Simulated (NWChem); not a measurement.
Program: NWChem. System: Mg, charge 2, spin multiplicity 1. Level: RHF/def2-TZVP.

Job file:

```
start mol
memory heap 200 mb stack 900 mb global 1100 mb
charge 2
geometry units angstroms nocenter noautoz
  Mg     0.000000     0.000000     0.000000
  symmetry group D2h
end
basis spherical
  * library def2-tzvp
end
scf
  rhf
  nopen 0
  maxiter 100
  thresh 1e-7
  semidirect memsize 60000000 filesize 0
end
task scf energy
```

NWChem printed:

```
             Northwest Computational Chemistry Package (NWChem) 7.3.0
             --------------------------------------------------------

                                NWChem Input Module
                                -------------------

 Scaling coordinates for geometry "geometry" by  1.889725989
 (inverse scale =  0.529177249)

                             Geometry "geometry" -> ""
                             -------------------------

 Output coordinates in angstroms (scale by  1.889725989 to convert to a.u.)

  No.       Tag          Charge          X              Y              Z
 ---- ---------------- ---------- -------------- -------------- --------------
    1 Mg                  12.0000     0.00000000     0.00000000     0.00000000

 Effective nuclear repulsion energy (a.u.)       0.0000000000

            Nuclear Dipole moment (a.u.)
            ----------------------------
        X                 Y               Z
 ---------------- ---------------- ----------------
     0.0000000000     0.0000000000     0.0000000000

      Symmetry information
      --------------------

 Group name             D2h
 Group number             26
 Group order               8
 No. of unique centers     1

      Symmetry unique atoms

     1


 Summary of "ao basis" -> "" (spherical)
 ------------------------------------------------------------------------------
       Tag                 Description            Shells   Functions and Types
 ---------------- ------------------------------  ------  ---------------------
 *                         def2-tzvp                  on all atoms

 Summary of "ao basis" -> "ao basis" (spherical)
 ------------------------------------------------------------------------------
       Tag                 Description            Shells   Functions and Types
 ---------------- ------------------------------  ------  ---------------------
 Mg                        def2-tzvp                12       32   5s4p3d

                                 NWChem SCF Module
                                 -----------------

  ao basis        = "ao basis"
  functions       =    32
  atoms           =     1
  closed shells   =     5
  open shells     =     0
  charge          =   2.00
  wavefunction    = RHF
  use symmetry    = T
  symmetry adapt  = T

 Summary of "ao basis" -> "ao basis" (spherical)
 ------------------------------------------------------------------------------
       Tag                 Description            Shells   Functions and Types
 ---------------- ------------------------------  ------  ---------------------
 Mg                        def2-tzvp                12       32   5s4p3d

      Symmetry analysis of basis
      --------------------------

        ag         11
        au          0
        b1g         3
        b1u         4
        b2g         3
        b2u         4
        b3g         3
        b3u         4

 Forming initial guess at       0.0s

      Superposition of Atomic Density Guess
      -------------------------------------

 Sum of atomic energies:        -199.60663118

 Renormalizing density from      12.00 to     10

      Non-variational initial energy
      ------------------------------

 Total energy =    -177.424857
 1-e energy   =    -232.854845
 2-e energy   =      55.429988
 HOMO         =      -4.585892
 LUMO         =      -1.010389

      Symmetry analysis of molecular orbitals - initial
      -------------------------------------------------

 !! scf_movecs_sym_adapt:   27 vectors were symmetry contaminated

  Symmetry fudging

 !! scf_movecs_sym_adapt:   23 vectors were symmetry contaminated

  Numbering of irreducible representations:

     1 ag          2 au          3 b1g         4 b1u         5 b2g
     6 b2u         7 b3g         8 b3u

  Orbital symmetries:

     1 ag          2 ag          3 b2u         4 b1u         5 b3u
     6 ag          7 b3u         8 b2u         9 b1u        10 ag
    11 ag         12 b3g        13 b1g        14 b2g        15 ag

 Starting SCF solution at       0.1s

 ----------------------------------------------
         Quadratically convergent ROHF

 Convergence threshold     :          1.000E-07
 Maximum no. of iterations :          100
 Final Fock-matrix accuracy:          1.000E-09
 ----------------------------------------------

              iter       energy          gnorm     gmax       time
             ----- ------------------- --------- --------- --------
                 1     -198.3214646272  4.68D+00  2.36D+00      0.1
                 2     -198.8198560510  3.51D-01  1.95D-01      0.1
                 3     -198.8229209143  7.11D-02  5.03D-02      0.1
                 4     -198.8230079759  2.27D-04  1.19D-04      0.1
                 5     -198.8230079769  2.51D-09  1.52D-09      0.1

       Final RHF  results
       ------------------

         Total SCF energy =   -198.823007976899
      One-electron energy =   -271.111479286133
      Two-electron energy =     72.288471309234
 Nuclear repulsion energy =      0.000000000000

        Time for solution =      0.0s

       Symmetry analysis of molecular orbitals - final
       -----------------------------------------------

  Numbering of irreducible representations:

     1 ag          2 au          3 b1g         4 b1u         5 b2g
     6 b2u         7 b3g         8 b3u

  Orbital symmetries:

     1 ag          2 ag          3 b2u         4 b1u         5 b3u
     6 ag          7 b2u         8 b1u         9 b3u        10 ag
    11 ag         12 ag         13 b3g        14 b2g        15 b1g

             Final eigenvalues
             -----------------

              1
    1  -49.7661
    2   -4.4831
    3   -3.0060
    4   -3.0060
    5   -3.0060
    6   -0.5402
    7   -0.3822
    8   -0.3822
    9   -0.3822
   10   -0.2218
   11   -0.2165
   12   -0.2165
   13   -0.2165
   14   -0.2165
   15   -0.2165

                       ROHF Final Molecular Orbital Analysis
                       -------------------------------------

 Vector    3  Occ=2.000000D+00  E=-3.006012D+00  Symmetry=b2u
              MO Center= -9.6D-36,  1.5D-22, -3.7D-35, r^2= 1.7D-01
   Bfn.  Coefficient  Atom+Function         Bfn.  Coefficient  Atom+Function
  ----- ------------  ---------------      ----- ------------  ---------------
     7      0.869822  1 Mg py                10      0.214707  1 Mg py

 Vector    4  Occ=2.000000D+00  E=-3.006012D+00  Symmetry=b1u
              MO Center=  8.7D-58,  1.3D-56, -1.3D-22, r^2= 1.7D-01
   Bfn.  Coefficient  Atom+Function         Bfn.  Coefficient  Atom+Function
  ----- ------------  ---------------      ----- ------------  ---------------
     8      0.869822  1 Mg pz                11      0.214707  1 Mg pz

 Vector    5  Occ=2.000000D+00  E=-3.006012D+00  Symmetry=b3u
              MO Center=  1.2D-22, -2.4D-57, -8.0D-58, r^2= 1.7D-01
   Bfn.  Coefficient  Atom+Function         Bfn.  Coefficient  Atom+Function
  ----- ------------  ---------------      ----- ------------  ---------------
     6      0.869822  1 Mg px                 9      0.214707  1 Mg px

 Vector    6  Occ=0.000000D+00  E=-5.402021D-01  Symmetry=ag
              MO Center=  1.2D-39,  1.7D-23, -2.0D-39, r^2= 2.6D+00
   Bfn.  Coefficient  Atom+Function         Bfn.  Coefficient  Atom+Function
  ----- ------------  ---------------      ----- ------------  ---------------
     4      0.991919  1 Mg s                  3     -0.343529  1 Mg s

 Vector    7  Occ=0.000000D+00  E=-3.821964D-01  Symmetry=b2u
              MO Center= -1.4D-33,  3.2D-21,  5.8D-33, r^2= 4.2D+00
   Bfn.  Coefficient  Atom+Function         Bfn.  Coefficient  Atom+Function
  ----- ------------  ---------------      ----- ------------  ---------------
    16      0.640752  1 Mg py                13      0.500889  1 Mg py
     7     -0.172470  1 Mg py

 Vector    8  Occ=0.000000D+00  E=-3.821964D-01  Symmetry=b1u
              MO Center=  1.5D-33,  1.6D-33, -4.0D-21, r^2= 4.2D+00
   Bfn.  Coefficient  Atom+Function         Bfn.  Coefficient  Atom+Function
  ----- ------------  ---------------      ----- ------------  ---------------
    17      0.640752  1 Mg pz                14      0.500889  1 Mg pz
     8     -0.172470  1 Mg pz

 center of mass
 --------------
 x =   0.00000000 y =   0.00000000 z =   0.00000000

 moments of inertia (a.u.)
 ------------------
           0.000000000000           0.000000000000           0.000000000000
           0.000000000000           0.000000000000           0.000000000000
           0.000000000000           0.000000000000           0.000000000000

  Mulliken analysis of the total density
  --------------------------------------

    Atom       Charge   Shell Charges
 -----------   ------   -------------------------------------------------------
    1 Mg  12    10.00   2.00  0.70  1.30  0.00 -0.00  5.13  0.87 -0.00  0.00  0.00 -0.00  0.00

       Multipole analysis of the density wrt the origin
       ------------------------------------------------

     L   x y z        total         open         nuclear
     -   - - -        -----         ----         -------
     0   0 0 0      2.000000      0.000000     12.000000

     1   1 0 0      0.000000      0.000000      0.000000
     1   0 1 0      0.000000      0.000000      0.000000
     1   0 0 1     -0.000000      0.000000      0.000000

     2   2 0 0     -1.575199      0.000000      0.000000
     2   1 1 0     -0.000000      0.000000      0.000000
     2   1 0 1     -0.000000      0.000000      0.000000
     2   0 2 0     -1.575199      0.000000      0.000000
     2   0 1 1     -0.000000      0.000000      0.000000
     2   0 0 2     -1.575199      0.000000      0.000000

 Task  times  cpu:        0.1s     wall:        0.1s

 Total times  cpu:        0.1s     wall:        0.1s
```
